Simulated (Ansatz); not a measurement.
Computed with Ansatz on PBE0-D4/def2-TZVP structures; ΔE is electronic, products minus reactants. CCSD(T)/CBS adds triple-zeta CCSD(T) − MP2 to the extrapolated MP2 energy (def2 sets, frozen cores). This one scheme is used for every species. Each species was taken in one conformer, which may not be the lowest.

Consider the hydrogenolysis of a C–C bond: `CC(C)S[SiH3]` + H₂ → `CCS[SiH3]` + CH₄.

```csv
species,HF/def2-TZVPP energy (Eh)
`CC(C)S[SiH3]`,-805.97904
H₂,-1.13290
`CCS[SiH3]`,-766.93083
CH₄,-40.21433
```

(1) Work out ΔE.

Largest T1 diagnostic among the species: 0.010.

Answers

(1) ΔE = (-766.93083) + (-40.21433) − (-805.97904) − (-1.13290) = -0.03322 Eh = -20.8 kcal/mol. CCSD(T)/CBS gives -14.1 kcal/mol.

In def2-TZVPP, CCSD(T) changes the Hartree–Fock value by +6.4 kcal/mol (the triples alone add +1.3 kcal/mol) and MP2 by +7.7 kcal/mol. The D4 term adds +3.2 kcal/mol with B3LYP and +1.8 kcal/mol with PBE0; it sums over pairs of atoms, weighted by their polarisabilities, and B3LYP, whose exchange is more repulsive, gets the larger term.

B3LYP here is the variant with VWN-RPA as its local correlation; programs differ in this.
